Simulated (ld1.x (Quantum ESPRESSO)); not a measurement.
Logarithmic derivatives: tantalum (Ta), RRKJ

Ta (Z = 73), norm-conserving RRKJ (Kleinman–Bylander form), made with ld1.x (Quantum ESPRESSO) 7.5 (PBE, scalar-relativistic). Core [Xe] 4f14, reference 5d3 6s1.75 6p0.25. Waves: 6s (bound): rc 3.00 bohr; 6p (bound): rc 4.00 bohr; 5d (bound): rc 1.80 bohr; 5f channel at -0.1 Ry: rc 3.40 bohr. Local part: all-electron potential smoothed inside 1.70 bohr (lloc = -1). Core correction: none. rho0 = 0.02.

The phase is arctan(r·u′/u) with u = r·R(r), unwrapped; energies in Ry, scanned from -2 to 5 Ry. A pole is an energy at which the radial function vanishes at the test radius. The pseudo phase is shifted by a multiple of π to meet the all-electron one at the reference energy, and phase errors are pseudo minus all-electron; the curves can meet again beyond the range given. Levels narrower than the energy grid can be missing from the lists of poles. Where the grid stepped over a known ghost or core level, its pole and its step of π were put in at the level’s energy.

Q: For each channel, where are the poles, and over which energies does the pseudopotential scatter like the atom?

A:

| channel | radius (bohr) | reference energy (Ry) | poles, all-electron | poles, pseudo | unbroken range about the reference energy with phases within 0.05 rad | phase error 1 Ry above the reference energy (rad) |
| --- | --- | --- | --- | --- | --- | --- |
| s | 4.33 | -0.42 | -0.13, 2.64 | -0.13, 2.23, 4.46 | below 0.7 | -0.017 |
| p | 4.33 | -0.12 | 0.53, 3.54 | 0.52, 3.20 | below 1.4 | -0.006 |
| d | 4.33 | -0.29 | -0.22, 1.77 | -0.22, 1.76 | the whole range | -0.001 |
| f | 4.33 | -0.10 | -1.84, 1.51, 3.90 | 1.52, 4.29 | -1.8 to 2.2 | +0.003 |

Note: ghost states, extra bound levels that the all-electron valence spectrum of the same l lacks: s at -63.5 eV, p at -30.5 eV. A true bound ghost makes a file unfit for plane-wave use.

Phases in the f channel:

```
E (Ry)  all-electron  pseudo
 -2.00         4.562   1.421
 -1.52         1.403   1.403
 -1.04         1.377   1.377
 -0.56         1.335   1.335
 -0.08         1.249   1.249
  0.40         0.948   0.948
  0.88        -0.988  -0.985
  1.36        -1.513  -1.510
  1.84        -1.681  -1.671
  2.32        -2.022  -1.930
  2.80        -4.287  -4.000
  3.28        -4.604  -4.546
  3.76        -4.693  -4.653
  4.24        -4.754  -4.707
  4.72        -4.828  -4.750
```
